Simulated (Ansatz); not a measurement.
Bond stretch in MgH, doublet.

Levels: UKS-PBE0 = Ansatz (a quantum-chemistry and plane-wave program) with unrestricted PBE0/cc-pVDZ; UHF/cc-pVDZ (Ansatz); UKS-BLYP = unrestricted BLYP/cc-pVDZ in Ansatz; UCCSD = CCSD on UHF/cc-pVDZ, frozen core run with Ansatz; ROCCSD = CCSD on ROHF/cc-pVDZ, frozen core (Ansatz).

Energies are in eV, each relative to the lowest point of its own curve near equilibrium.

```tsv
R / Å	UKS-PBE0	UHF	UKS-BLYP	UCCSD	ROCCSD
1.30	1.391	1.445	1.384	1.413	1.412
1.38	0.834	0.860	0.835	0.839	0.838
1.48	0.386	0.391	0.393	0.381	0.380
1.59	0.117	0.113	0.125	0.111	0.110
1.64	0.052	0.047	0.058	0.047	0.047
1.69	0.015	0.011	0.018	0.012	0.011
1.74	0.000	0.000	0.000	0.000	0.000
1.80	0.008	0.013	0.002	0.011	0.012
1.87	0.044	0.058	0.030	0.052	0.054
1.91	0.075	0.095	0.056	0.086	0.088
1.99	0.155	0.188	0.123	0.171	0.175
2.15	0.358	0.413	0.298	0.382	0.391
2.39	0.688	0.735	0.583	0.710	0.735
2.63	0.967	0.946	0.831	0.965	0.968
2.92	1.191	1.072	1.050	1.129	1.130
3.10	1.272	1.108	1.145	1.172	1.171
3.50	1.350	1.134	1.274	1.199	1.196
3.85	1.366	1.135	1.327	1.199	1.197
4.27	1.372	1.131	1.351	1.197	1.194
4.70	1.374	1.129	1.357	1.195	1.193
5.24	1.376	1.128	1.359	1.195	1.192
6.03	1.377	1.128	1.360	1.195	1.192
6.87	1.378	1.128	1.360	1.195	1.192
```

At the longest distance, 6.87 Å, UKS-PBE0 lies highest above its minimum (1.378 eV) and UHF lowest (1.128 eV).

The unrestricted determinant behind UHF, UCCSD is spin-contaminated at 2.39 to 3.10 Å (<S²> up to 0.9, against 0.75 for a pure doublet). The T1 diagnostic of CCSD on the restricted reference of ROCCSD exceeds 0.045 at 1.91 to 3.10 Å.
